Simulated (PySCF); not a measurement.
Ta(F)4(NH2) (F4H2NTa), SMILES [NH2][Ta]([F])([F])([F])[F], multiplicity 1.

The structure is a stationary point at B3LYP-D3(BJ)/def2-SVP. The multiplicity is an assumed one; no other spin state was optimised. The structure was generated by enumeration; whether it is a known compound was not checked. The def2 effective core potentials stand for the cores of Ta; spin–orbit coupling is left out. The values are those of a single conformer.

Two levels are set side by side: TDA-PBE/def2-SVPD (PySCF) and TDA-CAM-B3LYP/def2-SVPD (PySCF). Vertical, same geometry. The lowest singlet is HOMO→LUMO 100 % with PBE and HOMO→LUMO 100 % with the other functional; states are paired by order. Differences are taken from unrounded values.

```json
[
 {"quantity": "lowest singlet excitation (eV)", "TDA-CAM-B3LYP": "4.87", "TDA-PBE": "4.13", "TDA-PBE minus TDA-CAM-B3LYP": "-0.74"},
 {"quantity": "lowest triplet excitation (TDA) (eV)", "TDA-CAM-B3LYP": "4.77", "TDA-PBE": "4.03", "TDA-PBE minus TDA-CAM-B3LYP": "-0.75"}
]
```

A lower first singlet is the usual sign of a functional without exact exchange. Differences between two approximate levels are no errors against the true value.

Rough cost on one machine, each run with all the roots and properties that it gave: TDA-CAM-B3LYP against TDA-PBE about 3 times.
